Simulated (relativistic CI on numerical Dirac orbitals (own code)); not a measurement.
**Sc⁺ in a cubic cluster: 2p photoemission with charge transfer**

Computed with a charge-transfer multiplet model of a cubic metal-ligand cluster with up to one ligand hole, Slater and spin-orbit integrals from Dirac-Coulomb-Breit ions, Slater integrals scaled by 0.9. The ground state mixes d2 with configurations of k ligand holes L, whose averages lie at kΔ + k(k − 1)U_dd/2; a core hole lowers each added d electron by U_cd. 300 K, Lorentzian 0.6 eV and Gaussian 0.8 eV FWHM.

Atomic integrals in eV (Slater integrals scaled, ζ unscaled), ground: F2dd 5.299, F4dd 3.246, zeta_d 0.005; with the core hole: F2dd 7.634, F4dd 4.756, zeta_d 0.015, zeta_core 3.008, F2cd 3.955, G1cd 2.758, G3cd 1.561.

Cluster parameters (eV): Δ = 9.9, U_dd = 4.1, U_cd = 5.2, 10Dq = 0.65, 10Dq(ligand) = 1.5, final-state hopping factor = 0.8.

| Case | n_d | d2 | d3L | S |
| --- | --- | --- | --- | --- |
| V(eg) = 1.45 eV, V(t2g) = -0.67 eV | 2.08 | 0.92 | 0.08 | 1.00 |
| V(eg) = 2.05 eV, V(t2g) = -0.95 eV | 2.14 | 0.86 | 0.14 | 1.00 |
| V(eg) = 2.35 eV, V(t2g) = -1.09 eV | 2.16 | 0.84 | 0.16 | 1.00 |
| V(eg) = 2.95 eV, V(t2g) = -1.37 eV | 2.20 | 0.80 | 0.20 | 1.00 |
| V(eg) = 3.25 eV, V(t2g) = -1.51 eV | 2.22 | 0.78 | 0.22 | 1.00 |

Weights, n_d and S are thermal averages at 300 K. Binding energies count from the first peak over 30 % of the highest in each spectrum, which can be another peak from case to case. The parameters are a model scan and need not match a compound or its usual spin state. Peaks in eV (height, largest 100):
- V(eg) = 1.45 eV, V(t2g) = -0.67 eV: 0.0 (100), 4.9 (53)
- V(eg) = 2.05 eV, V(t2g) = -0.95 eV: 0.0 (100), 4.9 (52)
- V(eg) = 2.35 eV, V(t2g) = -1.09 eV: 0.0 (100), 4.8 (52)
- V(eg) = 2.95 eV, V(t2g) = -1.37 eV: 0.0 (100), 4.9 (53)
- V(eg) = 3.25 eV, V(t2g) = -1.51 eV: 0.0 (100), 4.8 (54)

Curve for V(eg) = 3.25 eV, V(t2g) = -1.51 eV (points under 2 left out, the grid thinned):

```tsv
E (eV)	Intensity
-3.4	2.1
-3.1	2.5
-2.8	3.1
-2.6	3.7
-2.3	4.8
-2.0	6.8
-1.7	10.6
-1.4	18.5
-1.2	28.0
-0.9	49.6
-0.6	75.2
-0.3	94.3
0.0	100.0
0.2	94.9
0.5	75.7
0.8	51.1
1.1	31.7
1.4	21.4
1.6	18.2
1.9	15.9
2.2	14.4
2.5	13.3
2.8	13.0
3.0	13.4
3.3	14.3
3.6	16.1
3.9	21.2
4.1	27.9
4.4	42.1
4.7	52.6
5.0	50.5
5.3	37.5
5.5	27.6
5.8	16.9
6.1	11.9
6.4	10.2
6.7	9.3
6.9	8.7
7.2	7.7
7.5	6.6
7.8	5.4
8.1	4.1
8.3	3.4
8.6	2.6
8.9	2.1
```

For the case V(eg) = 2.35 eV, V(t2g) = -1.09 eV, Δ = 9.9 eV is larger than U_dd = 4.1 eV, the Mott-Hubbard side of the Zaanen-Sawatzky-Allen scheme. With the core hole the average of the configuration with one ligand hole lies at Δ − U_cd = 4.7 eV before mixing: the effective hopping of about 4.1 eV (from the holes of the mixed ground state) is comparable with this gap or larger, so the configurations mix strongly.

With at most 1 ligand hole the space is cut while the next configuration still counts, so covalency is underestimated, and a final configuration with one more ligand hole, which can lie low, is missing from the spectra.
